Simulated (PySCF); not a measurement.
PySCF input for Si(H)2(F)(NMe2) (C₂H₈FNSi), SMILES CN(C)[SiH2]F, PBE-D3(BJ)/def2-SVP. Coordinates come from a PBE-D3(BJ)/def2-SVP optimisation. The structure was generated by enumeration, and PubChem lists no compound with its InChIKey, so it may never have been made. Other conformers were not sampled.

```python
import numpy as np
from pyscf import gto, scf, dft, df
from pyscf.hessian import thermo

mol = gto.M(
    atom='''
    Si    0.93847647    0.50971840    0.00000000
    F     1.92834461   -0.80872711   -0.00000000
    N    -0.74927056    0.14442678    0.00000000
    C    -1.47318536   -0.16129590   -1.22118128
    C    -1.47318536   -0.16129591    1.22118128
    H     1.24611206    1.25454721    1.26237808
    H     1.24611205    1.25454721   -1.26237808
    H    -0.88424705    0.14218448   -2.10971685
    H    -1.70338575   -1.24900928   -1.32196583
    H    -2.44380618    0.38580248   -1.25599179
    H    -1.70338575   -1.24900928    1.32196582
    H    -0.88424705    0.14218447    2.10971685
    H    -2.44380618    0.38580248    1.25599178
    ''',
    basis='def2-SVP',
    charge=0,
    spin=0,
    max_memory=1600,
    verbose=3,
)
mf = dft.RKS(mol, xc='pbe').density_fit(auxbasis='def2-universal-jkfit')
mf.disp = 'd3bj'
mf.grids.level = 3
mf.conv_tol = 1e-11
mf.max_cycle = 100
mf.kernel()

# [left out here: the lines that compute and print the analytic Hessian (its translational invariance restored by hand, since the grid's response is missing), thermochemistry and intensities]
```

Program output:

```
converged SCF energy = -524.488350906495

WARN: DFTD3 does not support analytical Hessian, using finite difference


WARN: Mole.unit (angstrom) is changed to Bohr

Mode                                 0                   1                   2
Irrep
Freq [cm^-1]                       81.9353            128.2437            227.3703
Reduced mass [au]                   3.4882              2.3472              1.0283
Force const [Dyne/A]                0.0138              0.0227              0.0313
Char temp [K]                     117.8866            184.5141            327.1352
Normal mode                   x     y     z       x     y     z       x     y     z
       0  Si                -0.00 -0.00  0.06    0.01  0.03  0.00    0.00  0.00 -0.00
       1   F                 0.00  0.00 -0.13   -0.11 -0.05 -0.00   -0.00 -0.00  0.01
       2   N                 0.00 -0.00  0.03   -0.01  0.11  0.00    0.00 -0.00 -0.00
       3   C                 0.08 -0.08  0.01    0.06 -0.04 -0.00    0.01 -0.03 -0.00
       4   C                -0.08  0.08  0.01    0.06 -0.04  0.00   -0.01  0.03 -0.00
       5   H                -0.01 -0.15  0.15    0.05  0.02 -0.00    0.00  0.00 -0.00
       6   H                 0.01  0.15  0.15    0.05  0.02  0.00   -0.00 -0.00 -0.00
       7   H                 0.12 -0.13  0.02   -0.02  0.11  0.00   -0.17  0.34  0.01
       8   H                 0.10 -0.09  0.06    0.31 -0.10 -0.02    0.35 -0.08 -0.19
       9   H                 0.07 -0.10 -0.09   -0.07 -0.27  0.01   -0.17 -0.34  0.18
      10   H                -0.10  0.09  0.06    0.31 -0.10  0.02   -0.35  0.08 -0.19
      11   H                -0.12  0.13  0.02   -0.02  0.11 -0.00    0.17 -0.34  0.01
      12   H                -0.07  0.10 -0.09   -0.07 -0.27 -0.01    0.17  0.34  0.18
Mode                                 3                   4                   5
Irrep
Freq [cm^-1]                      227.7003            275.2284            310.7759
[...]
       4   C                 0.04 -0.08 -0.00   -0.03  0.09  0.00    0.04  0.02 -0.11
       5   H                -0.03  0.03 -0.01   -0.02  0.03 -0.02   -0.05 -0.01  0.02
       6   H                 0.03 -0.03 -0.01   -0.02  0.03  0.02    0.05  0.01  0.02
       7   H                 0.10 -0.18  0.00    0.05 -0.19 -0.05   -0.09 -0.02 -0.14
       8   H                 0.31 -0.02  0.27    0.29 -0.01  0.28   -0.08 -0.01  0.01
       9   H                -0.20 -0.22 -0.31   -0.19 -0.23 -0.23   -0.04 -0.04  0.02
      10   H                -0.31  0.02  0.27    0.29 -0.01 -0.28    0.08  0.01  0.01
      11   H                -0.10  0.18  0.00    0.05 -0.19  0.05    0.09  0.02 -0.14
      12   H                 0.20  0.22 -0.31   -0.19 -0.23  0.23    0.04  0.04  0.02
Mode                                18                  19                  20
Irrep
Freq [cm^-1]                     1284.0894           1379.9563           1398.2176
Reduced mass [au]                   2.6564              1.1424              1.0349
Force const [Dyne/A]                2.5807              1.2817              1.1920
Char temp [K]                    1847.5188           1985.4499           2011.7239
Normal mode                   x     y     z       x     y     z       x     y     z
       0  Si                 0.03  0.00 -0.00   -0.00  0.00  0.00    0.00 -0.00 -0.00
       1   F                -0.00  0.00 -0.00    0.00 -0.00 -0.00   -0.00  0.00  0.00
       2   N                -0.17 -0.05 -0.00   -0.00 -0.00  0.02    0.00 -0.00  0.00
       3   C                 0.09  0.03 -0.01    0.03  0.01  0.06   -0.01  0.03  0.00
       4   C                 0.09  0.03  0.01   -0.03 -0.01  0.06    0.01 -0.03  0.00
       5   H                 0.01  0.00  0.01    0.01  0.01  0.00   -0.00 -0.00  0.00
       6   H                 0.01  0.00 -0.01   -0.01 -0.01  0.00    0.00  0.00  0.00
       7   H                -0.10 -0.02 -0.14   -0.33 -0.13 -0.23    0.21 -0.44 -0.02
       8   H                -0.16  0.05  0.20   -0.11  0.06 -0.32    0.05  0.03 -0.34
       9   H                -0.03 -0.13  0.22   -0.03 -0.10 -0.35   -0.09 -0.12  0.33
      10   H                -0.16  0.05 -0.20    0.11 -0.06 -0.32   -0.05 -0.03 -0.34
      11   H                -0.10 -0.02  0.14    0.33  0.13 -0.23   -0.21  0.44 -0.02
      12   H                -0.03 -0.13 -0.22    0.03  0.10 -0.35    0.09  0.12  0.33
Mode                                21                  22                  23
Irrep
Freq [cm^-1]                     1403.4316           1408.8145           1431.0227
Reduced mass [au]                   1.0925              1.1295              1.0441
Force const [Dyne/A]                1.2678              1.3209              1.2598
Char temp [K]                    2019.2257           2026.9704           2058.9231
Normal mode                   x     y     z       x     y     z       x     y     z
       0  Si                 0.00 -0.00  0.00   -0.00 -0.00 -0.00    0.00  0.00  0.00
       1   F                -0.00  0.00 -0.00    0.00 -0.00 -0.00   -0.00  0.00 -0.00
       2   N                -0.00  0.02  0.00   -0.01  0.01  0.00   -0.00 -0.00 -0.01
       3   C                -0.03  0.01 -0.05    0.02  0.03  0.06    0.04  0.01 -0.01
       4   C                -0.03  0.01  0.05    0.02  0.03 -0.06   -0.04 -0.01 -0.01
       5   H                -0.00  0.01  0.00    0.01 -0.00 -0.01    0.00 -0.00 -0.00
       6   H                -0.00  0.01 -0.00    0.01 -0.00  0.01   -0.00  0.00 -0.00
       7   H                 0.39 -0.25  0.15   -0.14 -0.39 -0.20    0.16  0.11  0.12
       8   H                 0.07 -0.01 -0.06    0.01  0.06 -0.46   -0.45  0.10  0.07
       9   H                -0.07 -0.05  0.45   -0.04 -0.09 -0.04   -0.21 -0.40 -0.01
      10   H                 0.07 -0.01  0.06    0.01  0.06  0.46    0.45 -0.10  0.07
      11   H                 0.39 -0.25 -0.15   -0.14 -0.39  0.20   -0.16 -0.11  0.12
      12   H                -0.07 -0.05 -0.45   -0.04 -0.09  0.04    0.21  0.40 -0.01
Mode                                24                  25                  26
Irrep
Freq [cm^-1]                     1458.0524           2193.2667           2205.6928
Reduced mass [au]                   1.0839              1.0272              1.0548
Force const [Dyne/A]                1.3576              2.9114              3.0236
Char temp [K]                    2097.8127           3155.6224           3173.5008
Normal mode                   x     y     z       x     y     z       x     y     z
       0  Si                 0.01  0.00 -0.00    0.01  0.02  0.00    0.00  0.00 -0.04
       1   F                -0.00  0.00  0.00   -0.00  0.00 -0.00   -0.00  0.00 -0.00
       2   N                -0.06 -0.02  0.00    0.00 -0.00  0.00    0.00 -0.00 -0.00
       3   C                -0.02 -0.01 -0.00   -0.00 -0.00 -0.00   -0.00 -0.00  0.00
       4   C                -0.02 -0.01  0.00   -0.00 -0.00  0.00    0.00  0.00  0.00
       5   H                -0.01  0.00  0.01   -0.14 -0.34 -0.59    0.14  0.35  0.58
       6   H                -0.01  0.00 -0.01   -0.14 -0.34  0.59   -0.14 -0.35  0.58
       7   H                -0.14 -0.09 -0.12    0.00  0.00 -0.00    0.01  0.00  0.00
       8   H                 0.44 -0.10  0.05    0.00 -0.00  0.00   -0.00 -0.00  0.00
       9   H                 0.22  0.39  0.12   -0.00  0.00  0.00   -0.00 -0.00  0.00
      10   H                 0.44 -0.10 -0.05    0.00 -0.00 -0.00    0.00  0.00  0.00
      11   H                -0.14 -0.09  0.12    0.00  0.00  0.00   -0.01 -0.00  0.00
      12   H                 0.22  0.39 -0.12   -0.00  0.00 -0.00    0.00  0.00  0.00
Mode                                27                  28                  29
Irrep
Freq [cm^-1]                     2905.2702           2911.3428           2961.8045
Reduced mass [au]                   1.0392              1.0411              1.1010
Force const [Dyne/A]                5.1680              5.1989              5.6907
Char temp [K]                    4180.0370           4188.7742           4261.3772
Normal mode                   x     y     z       x     y     z       x     y     z
       0  Si                -0.00 -0.00  0.00   -0.00 -0.00 -0.00    0.00  0.00  0.00
       1   F                 0.00 -0.00 -0.00    0.00 -0.00  0.00   -0.00 -0.00  0.00
       2   N                 0.00  0.00  0.00    0.00  0.00 -0.00   -0.00 -0.00  0.00
       3   C                 0.03  0.02  0.02    0.02  0.02  0.02   -0.03  0.05 -0.00
       4   C                -0.03 -0.02  0.02    0.02  0.02 -0.02   -0.03  0.05  0.00
       5   H                -0.00 -0.00 -0.00    0.00  0.00  0.00   -0.00 -0.00 -0.00
       6   H                 0.00  0.00 -0.00    0.00  0.00 -0.00   -0.00 -0.00  0.00
       7   H                 0.12  0.06 -0.17    0.11  0.06 -0.17   -0.04 -0.01  0.06
       8   H                -0.10 -0.52 -0.03   -0.10 -0.53 -0.04   -0.09 -0.38 -0.03
       9   H                -0.33  0.20 -0.00   -0.32  0.19 -0.01    0.47 -0.26  0.01
      10   H                 0.10  0.52 -0.03   -0.10 -0.53  0.04   -0.09 -0.38  0.03
      11   H                -0.12 -0.06 -0.17    0.11  0.06  0.17   -0.04 -0.01 -0.06
      12   H                 0.33 -0.20 -0.00   -0.32  0.19  0.01    0.47 -0.26 -0.01
Mode                                30                  31                  32
Irrep
Freq [cm^-1]                     2971.2021           3051.9667           3052.7888
Reduced mass [au]                   1.1037              1.0987              1.0989
Force const [Dyne/A]                5.7406              6.0299              6.0338
Char temp [K]                    4274.8984           4391.1006           4392.2834
Normal mode                   x     y     z       x     y     z       x     y     z
       0  Si                -0.00 -0.00 -0.00    0.00  0.00 -0.00   -0.00 -0.00 -0.00
       1   F                 0.00 -0.00  0.00   -0.00 -0.00  0.00    0.00  0.00  0.00
       2   N                 0.00  0.00  0.00   -0.00 -0.00  0.00    0.00  0.00  0.00
       3   C                 0.03 -0.06  0.00    0.04  0.02 -0.04    0.04  0.02 -0.04
       4   C                -0.03  0.06  0.00   -0.04 -0.02 -0.04    0.04  0.02  0.04
       5   H                -0.00 -0.00 -0.00   -0.00 -0.00  0.00   -0.00 -0.00 -0.00
       6   H                 0.00  0.00 -0.00    0.00  0.00  0.00   -0.00 -0.00  0.00
       7   H                 0.04  0.01 -0.06   -0.34 -0.18  0.51   -0.34 -0.18  0.51
       8   H                 0.09  0.40  0.02   -0.01 -0.12 -0.01   -0.01 -0.12 -0.02
       9   H                -0.46  0.26 -0.00   -0.14  0.09 -0.01   -0.14  0.09 -0.01
      10   H                -0.09 -0.40  0.02    0.01  0.12 -0.01   -0.01 -0.12  0.02
      11   H                -0.04 -0.01 -0.06    0.34  0.18  0.51   -0.34 -0.18 -0.51
      12   H                 0.46 -0.26 -0.00    0.14 -0.09 -0.01   -0.14  0.09  0.01
temperature 298.1500 [K]
pressure 101325.00 [Pa]
Rotational constants [GHz] 6.18644 2.47402 2.17828
Symmetry number 1
Zero-point energy (ZPE) 0.09989 [Eh]   262250.710 [J/mol]
                           tot       elec      trans        rot        vib
Entropy [J/mol/K]       345.947      0.000    165.299    111.584     69.064
Cv [J/mol/K]            103.324      0.000     12.472     12.472     78.381
Cp [J/mol/K]            111.639      0.000     20.786     12.472     78.381
Internal energy [J/mol]                      3718.434   3718.434 273814.301
Internal energy [Eh]   -524.38123  -524.48835
Enthalpy [J/mol]                             6197.391   3718.434 273814.301
Enthalpy [Eh]          -524.38028
Gibbs free energy [J/mol]                  -43086.396 -29550.290 253222.767
Gibbs free energy [Eh] -524.41957
mode   freq/cm-1   IR/(km/mol)
   1       81.94         0.741
   2      128.24         2.877
   3      227.37         0.023
   4      227.70         2.461
   5      275.23         0.078
   6      310.78        10.970
   7      366.34         9.469
   8      649.25        64.358
   9      658.36         8.722
  10      774.79         3.221
  11      827.30        28.715
  12      888.12       119.382
  13      934.41       229.728
  14     1006.51       113.576
  15     1052.44         1.584
  16     1077.13         0.430
  17     1127.93         0.395
  18     1214.13        87.103
  19     1284.09        66.245
  20     1379.96         0.346
  21     1398.22         0.521
  22     1403.43        11.304
  23     1408.81        10.413
  24     1431.02        23.859
  25     1458.05         5.576
  26     2193.27        76.019
  27     2205.69       147.251
  28     2905.27        57.860
  29     2911.34       106.277
  30     2961.80        85.203
  31     2971.20         0.374
  32     3051.97         9.007
  33     3052.79        16.578
max |gradient| / (hartree/bohr): 0.00016125203349754075
APT charges: [ 1.5476 -0.6183 -0.8801  0.3559  0.3559 -0.2608 -0.2608  0.0072 -0.0716
 -0.0554 -0.0716  0.0072 -0.0554]
```

The run converged.

Cost: roughly 2.7 core-minutes.
